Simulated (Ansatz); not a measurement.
Harmonic frequencies (cm⁻¹) at PBE0-D4/def2-TZVP from Ansatz: 78, 90, 267, 342, 416, 462, 518, 651, 722, 791, 867, 877, 881, 2146, 2153, 2158, 2168, 2176.

Problem. Which molecule is it?
A. `[CH3][GeH]([F])[SeH]`
B. `[NH2][Ge]([NH2])([Cl])[Cl]`
C. `[Cl][GeH2][GeH3]`
D. `[CH3][Ge]([F])([F])[Cl]`

Solution. C.
